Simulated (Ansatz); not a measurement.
`[NH2][Sc]([Cl])[O][SiH3]` and `[F][Sc]([Cl])[O][SiH3]` differ in one atom or group.

Ansatz, PBE0-D4/def2-TZVP geometries, multiplicity 1. Each molecule was computed in one conformer, which needn't be the lowest.

Scalar relativity is left out up to krypton.

```csv
property,`[NH2][Sc]([Cl])[O][SiH3]`
LUMO energy (B3LYP/def2-TZVPP) / eV,-2.43
LUMO energy (PBE/def2-TZVPP) / eV,-2.98
LUMO energy (ωB97M-V/def2-TZVPP) / eV,-0.49
HOMO–LUMO gap (PBE0/def2-TZVPP) / eV,5.63
size of the dipole moment (B3LYP/def2-TZVPP) / D,2.51
LUMO energy (PBE0/def2-TZVPP) / eV,-2.06
```

Q: What does the change do to each property? (An estimate is asked.)

A: Computed: 
```csv
property,`[F][Sc]([Cl])[O][SiH3]`,shift
LUMO energy (B3LYP/def2-TZVPP) / eV,-3.02,-0.59
LUMO energy (PBE/def2-TZVPP) / eV,-3.56,-0.58
LUMO energy (ωB97M-V/def2-TZVPP) / eV,-0.98,-0.49
HOMO–LUMO gap (PBE0/def2-TZVPP) / eV,6.31,0.68
size of the dipole moment (B3LYP/def2-TZVPP) / D,1.50,-1.01
LUMO energy (PBE0/def2-TZVPP) / eV,-2.62,-0.56
```

With PBE0 the HOMO falls by 1.24 eV and the LUMO falls by 0.56 eV, so the gap widens by about 0.68 eV. PBE moves the HOMO by -1.15 eV and ωB97M-V by -1.13 eV. Dipoles are sizes alone; their direction can turn.

B3LYP here is the variant with VWN-RPA as its local correlation; programs differ in this.
